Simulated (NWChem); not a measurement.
Molecule: CH$_{6}$Ge; SMILES [GeH3][CH3]

```xyz
8

Ge     0.0000     0.0000    -0.3953
C      0.0000     0.0000     1.5722
H     -1.2263    -0.7843    -0.9364
H      1.2923    -0.6698    -0.9364
H     -0.0661     1.4541    -0.9364
H     -0.9193     0.4830     1.9562
H      0.8780     0.5546     1.9562
H      0.0413    -1.0376     1.9562
```
Atoms are numbered in this order, from 1.

All runs: NWChem. Structure relaxed at the PBE-D3(BJ)/def2-SVP level. Level: PBE0/aug-cc-pVDZ; rows give the wavelength of the field.

```json
[
 {"field": "static", "isotropic polarisability (bohr³)": "48.4", "anisotropy (bohr³)": "8.7"},
 {"field": "1065 nm", "isotropic polarisability (bohr³)": "48.9", "anisotropy (bohr³)": "8.9"},
 {"field": "589 nm", "isotropic polarisability (bohr³)": "[?]", "anisotropy (bohr³)": "[?]"},
 {"field": "400 nm", "isotropic polarisability (bohr³)": "52.2", "anisotropy (bohr³)": "10.1"}
]
```

Q: Fill in the missing entries.

A: 
- 589 nm, isotropic polarisability (bohr³): 50.1
- 589 nm, anisotropy (bohr³): 9.3
